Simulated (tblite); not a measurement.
Run record: tight-binding relaxation, `C=C1C[Se]C=C[SiH2]O1`.

Computed with GFN2-xTB geometry optimisation, gas phase (tblite 0.8.0). Start geometry: from a force field or distance geometry. The command runs a driver script over a list of jobs; the input below is this job's line of settings and its coordinates in Å.

Command:
```bash
OMP_NUM_THREADS=1 python probes_run.py task.json out
```

Input:
```
{"job": {"kind": "relax", "xc": "GFN2-xTB", "basis": "xTB"}, "charge": 0, "multiplicity": 1}
C     -2.660400    -0.208100     0.082200
C     -1.340800    -0.026300     0.108400
C     -0.910800     1.332600    -0.157700
Se     0.641400     1.596800    -1.240400
C      2.161100     0.939000    -0.236800
C      2.265700    -0.329700     0.195900
Si     0.980800    -1.615400    -0.084000
O     -0.582500    -1.160400     0.414300
H     -3.326400     0.640500    -0.140000
H     -3.136000    -1.150200     0.270400
H     -0.864100     1.984000     0.753900
H     -1.772200     1.799900    -0.743700
H      2.966200     1.614300    -0.018000
H      3.171700    -0.596800     0.743300
H      0.953800    -1.966100    -1.523800
H      1.444900    -2.845100     0.606000
```

Output:
```
step      E/eV     max force
  0    -645.26444    2.875
  1    -645.49537    1.207
  2    -645.57076    0.817
  3    -645.63254    0.710
  4    -645.69943    0.508
  5    -645.73431    0.509
  6    -645.77614    0.451
  7    -645.80755    0.498
  8    -645.83321    0.458
  9    -645.85813    0.470
... (124 lines left out)
134    -646.16999    0.034
135    -646.17017    0.037
136    -646.17035    0.030
137    -646.17053    0.027
138    -646.17068    0.027
139    -646.17078    0.024
140    -646.17085    0.019
141    -646.17089    0.014
142    -646.17092    0.012
143    -646.17093    0.009
```

«max force» is the largest atomic force in eV/Å.

Main results: energy lowered by 20.9 kcal/mol over 143 steps; largest atomic force 0.009 eV/Å at the end.

Problem. Give the final coordinates.

Solution. 1.025 Å rms from the input after alignment:
```
atom  x, y, z in Å
C1    -2.6196   -0.1484   -0.6347
C2    -1.3986   -0.1147   -0.1113
C3    -0.8179    1.1048    0.5127
Se4    0.4126    2.0702   -0.7117
C5     1.9858    1.0161   -0.6562
C6     2.1636   -0.2357   -0.2389
Si7    0.9042   -1.4997    0.3592
O8    -0.6141   -1.2103   -0.1473
H9    -3.2545    0.7169   -0.6237
H10   -3.0028   -1.0455   -1.0851
H11   -0.2296    0.8603    1.3980
H12   -1.5913    1.8312    0.7588
H13    2.8103    1.6056   -1.0461
H14    3.1842   -0.5994   -0.2806
H15    1.1150   -2.7843   -0.2910
H16    0.9452   -1.5583    1.8280
```

Time: 1.8 s. Hardware: Arm Neoverse N1, one thread, shared host with 64 logical CPUs at a one-minute load of 46.
Labels such as C1 count atoms from 1, the log's own numbers from 0.
